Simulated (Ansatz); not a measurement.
Frontier orbitals of `[SiH3][Al]1[AlH][SiH2]1`.

| atom | x (Å) | y (Å) | z (Å) |
| --- | --- | --- | --- |
| Si1 | 0.490 | 1.769 | -1.515 |
| Al2 | -0.470 | 0.111 | 0.028 |
| Al3 | -1.648 | -1.007 | 1.901 |
| Si4 | 0.209 | -2.052 | 0.926 |
| H5 | -0.583 | 2.380 | -2.350 |
| H6 | 1.161 | 2.870 | -0.768 |
| H7 | 1.492 | 1.155 | -2.432 |
| H8 | -2.997 | -1.489 | 2.577 |
| H9 | 1.018 | -0.696 | 0.835 |
| H10 | 1.328 | -3.042 | 0.797 |

Total charge 0; spin multiplicity 1. Geometry: relaxed with PBE0-D4/def2-TZVP. Basis def2-TZVPP, Ansatz 0.2.0.

```csv
functional,HOMO (eV),LUMO (eV),gap (eV)
PBE,-5.37,-2.58,2.79
revPBE,-5.33,-2.51,2.82
BLYP,-5.17,-2.38,2.79
PBE0,-6.17,-1.88,4.29
HSE06 (plane-wave form),-5.79,-2.24,3.55
CAM-B3LYP,-7.15,-0.86,6.29
LC-ωPBE,-8.33,0.02,8.35
ωB97M-V,-7.91,-0.21,7.70
```

A quarter of exact exchange (PBE0) shifts PBE's HOMO by −0.80 eV and its LUMO by +0.70 eV; full exchange at long range (ωB97M-V) shifts them by −2.54 and +2.37 eV. The gap opens from 2.80 to 7.70 eV, since occupied levels lose self-interaction and empty ones feel all the electrons.

LC-ωPBE has ω = 0.4 bohr⁻¹.
